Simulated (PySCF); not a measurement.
SMILES C=[CH][AlH][Br], PBE0/def2-SVP optimised geometry.

```
8

Al     0.26    -0.90     0.00
H      1.84    -0.90     0.00
Br    -0.81    -2.89     0.00
C     -0.74     0.75     0.00
C     -0.09     1.92     0.00
H     -1.84     0.79     0.00
H     -0.60     2.89     0.00
H      1.01     1.97     0.00
```

Density from PBE0/def2-TZVP in PySCF at that geometry.

Minimum of the electron density along straight lines between bonded atoms, close to the bond critical point (lines longer than 1.1 times the sum of covalent radii, or with two minima, are not listed):

```csv
bond,length / Å,ρ at the minimum / e bohr⁻³,∇²ρ there / e bohr⁻⁵,position (fraction from the first atom)
Al1–H2,1.582,0.084,0.20,0.50
Al1–Br3,2.264,0.065,0.19,0.37
Al1–C4,1.934,0.090,0.29,0.40
C4–C5,1.344,0.342,-1.02,0.49
C4–H6,1.098,0.273,-0.93,0.65
C5–H7,1.098,0.277,-0.97,0.65
C5–H8,1.098,0.277,-0.97,0.65
```
